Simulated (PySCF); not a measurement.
# `O[Si@H]1[SiH2]C[C@H](Br)[SiH2]1`, C₂H₉BrOSi₃

Cartesian coordinates in Å; atom numbers follow the order of the lines, from 1:
```xyz
16

O     2.7640   -0.5320   -0.6796
Si    1.5327   -0.5186    0.3965
Si    0.6171    1.6159    0.3137
C    -1.1176    1.1461   -0.3830
C    -1.6010   -0.2253    0.0566
Br   -1.8316   -0.2283    2.0281
Si   -0.3654   -1.6611   -0.3147
H     3.3053   -1.2972   -0.8484
H     2.0532   -1.0269    1.6766
H     1.1679    2.6237   -0.6010
H     0.4330    2.2810    1.6087
H    -1.8519    1.9063   -0.1054
H    -1.0849    1.1373   -1.4769
H    -2.6051   -0.4247   -0.3214
H    -0.5298   -1.9534   -1.7502
H    -0.8934   -2.8337    0.3892
```

Method used: TDDFT B3LYP/def2-SVPD circular dichroism and optical rotation, one conformer, gas phase (PySCF). Geometry: GFN2-xTB.

The molecule is flexible and this is one conformer; a measurement averages over conformers. The calculation is non-relativistic, which matters for the atoms heavier than Zn.

Task: Draw the ECD and absorption spectra from the lowest 12 states, each a Gaussian of half-width 0.35 eV at 1/e height.

Result: 
```csv
E (eV),λ (nm),Δε (L mol⁻¹ cm⁻¹),ε (L mol⁻¹ cm⁻¹)
4.42,280,+1.70,95.4
4.52,274,+3.55,201
4.62,268,+6.29,362
4.72,262,+9.45,564
4.82,257,+11.96,768
4.92,252,+12.50,940
5.02,247,+10.12,1080
5.12,242,+4.67,1240
5.22,237,-3.00,1470
5.32,233,-11.15,1810
5.42,229,-17.51,2250
5.52,224,-20.12,2710
5.62,220,-18.46,3120
5.72,217,-13.90,3410
5.82,213,-8.90,3530
5.92,209,-5.37,3490
6.02,206,-3.68,3410
6.12,202,-2.86,3450
6.22,199,-1.65,3700
6.32,196,+0.67,4060
```
Δε uses R in velocity form, ε uses f in length form. Only the states computed contribute, so the short-wavelength end is incomplete.
